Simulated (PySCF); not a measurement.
Working out the ionisation energy of Xe

Xe [Xe] (1S) → Xe⁺ [Kr] 4d10 5s2 5p5 (2P). Calculation: PySCF 2.14, in ANO-RCC-VTZP; the spin-free X2C one-electron Hamiltonian (Gaussian nucleus). Frozen: [Ar] 3d10. Energies in hartree (1 hartree = 27.21139 eV):

| part | Xe (lower) | Xe⁺ (upper) |
| --- | --- | --- |
| UHF | -7443.220257 | -7442.798529 |
| CCSD correlation | -0.743961 | -0.714311 |
| (T) | -0.015681 | -0.014256 |

Problem. What does Hartree-Fock give?

Solution. (-7442.798529) − (-7443.220257) = 0.421728 hartree = 11.476 eV.

Problem. What do CCSD and CCSD(T) give?

Solution. The CCSD correlation energies differ by 0.029650 hartree = 0.807 eV and the triples by 0.001425 hartree = 0.039 eV, so CCSD gives 12.283 eV and CCSD(T) 12.322 eV.

Measured between the centres of the two terms (NIST): 12.565 eV, so CCSD(T) (valence and next inner shell) is off by -0.243 eV.

What remains against the reference includes basis incompleteness, the frozen core and higher excitations.
